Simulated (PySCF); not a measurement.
C₃H₄Cl₂. Atoms are numbered in the order given.

```xyz
9

Cl     1.4650     0.0000    -0.7669
C      0.0000     0.0000     0.2009
Cl    -1.4650     0.0000    -0.7669
C      0.0000     0.7571     1.4875
C      0.0000    -0.7571     1.4875
H     -0.9251     1.2747     1.7548
H      0.9251     1.2747     1.7548
H     -0.9251    -1.2747     1.7548
H      0.9251    -1.2747     1.7548
```
Charge 0, spin multiplicity 1.

Coordinates come from a ωB97X-D3(BJ)/def2-SVP optimisation.

All values below come from PySCF with ωB97X-D3(BJ)/def2-SVP.

Frequencies are harmonic and unscaled.

Computed harmonic wavenumbers and intensities:
```json
[
 {"mode": "1", "ν (cm⁻¹)": "277", "IR (km/mol)": "1.7", "Raman (Å⁴/amu)": "3.8", "depolarisation": "0.73", "moving atoms (share of kinetic energy)": "Cl 76 %, C 21 %"},
 {"mode": "2", "ν (cm⁻¹)": "301", "IR (km/mol)": "0.2", "Raman (Å⁴/amu)": "1.0", "depolarisation": "0.75", "moving atoms (share of kinetic energy)": "Cl 44 %, C 34 %, H 22 %"},
 {"mode": "3", "ν (cm⁻¹)": "303", "IR (km/mol)": "0.0", "Raman (Å⁴/amu)": "1.5", "depolarisation": "0.75", "moving atoms (share of kinetic energy)": "H 44 %, C 43 %, Cl 13 %"},
 {"mode": "4", "ν (cm⁻¹)": "412", "IR (km/mol)": "0.0", "Raman (Å⁴/amu)": "3.0", "depolarisation": "0.75", "moving atoms (share of kinetic energy)": "C 73 %, H 18 %, Cl 10 %"},
 {"mode": "5", "ν (cm⁻¹)": "527", "IR (km/mol)": "14.3", "Raman (Å⁴/amu)": "12.2", "depolarisation": "0.17", "moving atoms (share of kinetic energy)": "Cl 58 %, C 35 %"},
 {"mode": "6", "ν (cm⁻¹)": "751", "IR (km/mol)": "33.0", "Raman (Å⁴/amu)": "9.2", "depolarisation": "0.75", "moving atoms (share of kinetic energy)": "H 62 %, C 23 %, Cl 14 %"},
 {"mode": "7", "ν (cm⁻¹)": "786", "IR (km/mol)": "23.9", "Raman (Å⁴/amu)": "1.6", "depolarisation": "0.75", "moving atoms (share of kinetic energy)": "H 69 %, C 25 %"},
 {"mode": "8", "ν (cm⁻¹)": "921", "IR (km/mol)": "0.0", "Raman (Å⁴/amu)": "0.1", "depolarisation": "0.75", "moving atoms (share of kinetic energy)": "H 84 %, C 16 %"},
 {"mode": "9", "ν (cm⁻¹)": "959", "IR (km/mol)": "1.3", "Raman (Å⁴/amu)": "9.9", "depolarisation": "0.26", "moving atoms (share of kinetic energy)": "C 64 %, H 35 %"},
 {"mode": "10", "ν (cm⁻¹)": "1021", "IR (km/mol)": "15.2", "Raman (Å⁴/amu)": "6.6", "depolarisation": "0.75", "moving atoms (share of kinetic energy)": "C 84 %, H 16 %"},
 {"mode": "11", "ν (cm⁻¹)": "1081", "IR (km/mol)": "16.9", "Raman (Å⁴/amu)": "1.7", "depolarisation": "0.03", "moving atoms (share of kinetic energy)": "H 60 %, C 40 %"},
 {"mode": "12", "ν (cm⁻¹)": "1099", "IR (km/mol)": "0.0", "Raman (Å⁴/amu)": "1.3", "depolarisation": "0.75", "moving atoms (share of kinetic energy)": "H 60 %, C 40 %"},
 {"mode": "13", "ν (cm⁻¹)": "1170", "IR (km/mol)": "62.1", "Raman (Å⁴/amu)": "0.4", "depolarisation": "0.75", "moving atoms (share of kinetic energy)": "C 51 %, H 47 %"},
 {"mode": "14", "ν (cm⁻¹)": "1178", "IR (km/mol)": "0.0", "Raman (Å⁴/amu)": "4.5", "depolarisation": "0.75", "moving atoms (share of kinetic energy)": "H 77 %, C 23 %"},
 {"mode": "15", "ν (cm⁻¹)": "1311", "IR (km/mol)": "11.0", "Raman (Å⁴/amu)": "16.2", "depolarisation": "0.22", "moving atoms (share of kinetic energy)": "C 58 %, H 41 %"},
 {"mode": "16", "ν (cm⁻¹)": "1430", "IR (km/mol)": "9.5", "Raman (Å⁴/amu)": "8.1", "depolarisation": "0.75", "moving atoms (share of kinetic energy)": "H 91 %, C 9 %"},
 {"mode": "17", "ν (cm⁻¹)": "1499", "IR (km/mol)": "17.0", "Raman (Å⁴/amu)": "3.2", "depolarisation": "0.60", "moving atoms (share of kinetic energy)": "H 56 %, C 44 %"},
 {"mode": "18", "ν (cm⁻¹)": "3170", "IR (km/mol)": "1.5", "Raman (Å⁴/amu)": "25.3", "depolarisation": "0.75", "moving atoms (share of kinetic energy)": "H 95 %"},
 {"mode": "19", "ν (cm⁻¹)": "3174", "IR (km/mol)": "0.0", "Raman (Å⁴/amu)": "166.4", "depolarisation": "0.03", "moving atoms (share of kinetic energy)": "H 94 %"},
 {"mode": "20", "ν (cm⁻¹)": "3274", "IR (km/mol)": "0.0", "Raman (Å⁴/amu)": "78.8", "depolarisation": "0.75", "moving atoms (share of kinetic energy)": "H 89 %, C 11 %"},
 {"mode": "21", "ν (cm⁻¹)": "3280", "IR (km/mol)": "0.0", "Raman (Å⁴/amu)": "34.6", "depolarisation": "0.75", "moving atoms (share of kinetic energy)": "H 89 %, C 11 %"}
]
```
